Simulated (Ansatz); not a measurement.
Reaction: GeSiH5 (SMILES [SiH3][GeH2], doublet) → GeSiH5 (SMILES [SiH2][GeH3], doublet)
Each species at its own B3LYP-D3(BJ)/def2-TZVP minimum (Ansatz, a quantum-chemistry and plane-wave program).

Total energies in hartree (Ansatz). Radicals and triplets start from unrestricted determinants; spin-orbit coupling is neglected. Correlated methods leave the cores frozen (noble-gas shells, and filled d and f shells in the p block). No relativity.

```csv
species,HF/def2-TZVPP,CCSD(T)/def2-TZVPP,HF/def2-QZVPP,CCSD(T)/def2-QZVPP,CCSD(T)/def2-SVP,CCSDT(Q)/def2-SVP
"1: GeSiH5 (SMILES [SiH3][GeH2], doublet)",-2367.18658,-2367.47423,-2367.23792,-2367.53926,-2367.05708,-2367.05843
"2: GeSiH5 (SMILES [SiH2][GeH3], doublet)",-2367.17514,-2367.46280,-2367.22631,-2367.52739,-2367.04684,-2367.04821
```

Work out the isomerisation energy (electronic) in kJ/mol: take Hartree-Fock from def2-QZVPP, extrapolate the CCSD(T) correlation energy as X^-3 (X = 3, 4), and add CCSDT(Q) - CCSD(T) in def2-SVP. 1 hartree = 2625.5 kJ/mol.


Species 1: correlation (64·(-0.30134) - 27·(-0.28765))/37 = -0.31133; step -0.00135; E1 = -2367.23792 + (-0.31133) + (-0.00135) = -2367.55060
Species 2: correlation (64·(-0.30108) - 27·(-0.28766))/37 = -0.31087; step -0.00137; E2 = -2367.22631 + (-0.31087) + (-0.00137) = -2367.53855
-1·E1 +1·E2 = 0.01205 hartree = 31.6 kJ/mol.
